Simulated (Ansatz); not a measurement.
`BOC[SiH](F)F` + `S[SiH2]Cl` → `F[SiH](F)S[SiH2]Cl` + `BOC`  (ligand exchange at the Si–C bond)

Calculated with Ansatz (gas phase, PBE0-D4/def2-TZVP geometries, no zero-point term in ΔE). CBS: MP2 limit from def2 TZ/QZ plus the TZ coupled-cluster correction, frozen cores. Functionals use def2-TZVPP. B3LYP here is the variant with VWN-RPA as its local correlation; programs differ in this. Each species was taken in one conformer, which may not be the lowest.

| level | ΔE (kJ/mol) | difference from CCSD(T)/CBS |
| --- | --- | --- |
| PBE-D4 | -80.8 | -0.6 |
| r2SCAN-D4 | -83.2 | -3.0 |
| PBE0-D4 | -82.2 | -2.0 |
| B3LYP-D4 | -79.2 | 1.0 |
| ωB97X-V | -78.3 | 1.9 |
| ωB97M-V | -78.9 | 1.3 |
| B2PLYP | -76.9 | 3.3 |
| PBE | -77.1 | 3.1 |
| r2SCAN | -82.4 | -2.2 |
| PBE0 | -78.8 | 1.4 |
| B3LYP | -72.9 | 7.3 |
| HF/def2-TZVPP | -75.2 | 5.0 |
| MP2/def2-TZVPP | -83.2 | -3.0 |
| SCS-MP2/def2-TZVPP | -79.5 | 0.7 |
| CCSD/def2-TZVPP | -74.9 | 5.3 |
| CCSD(T)/def2-TZVPP | -76.7 | 3.5 |
| HF/def2-QZVPP | -75.2 | 5.0 |
| MP2/def2-QZVPP | -85.3 | -5.1 |
| SCS-MP2/def2-QZVPP | -81.4 | -1.2 |
| HF/CBS(def2) | -75.2 | 5.0 |
| MP2/CBS(def2) | -86.7 | -6.5 |
| CCSD/CBS(def2) | -78.4 | 1.8 |
| CCSD(T)/CBS | -80.2 | 0 |

Largest T1 diagnostic among the species: 0.014.

The D4 term adds −6.3 kJ/mol with B3LYP and −3.4 kJ/mol with PBE0; it sums over pairs of atoms, weighted by their polarisabilities, and B3LYP, whose exchange is more repulsive, gets the larger term.
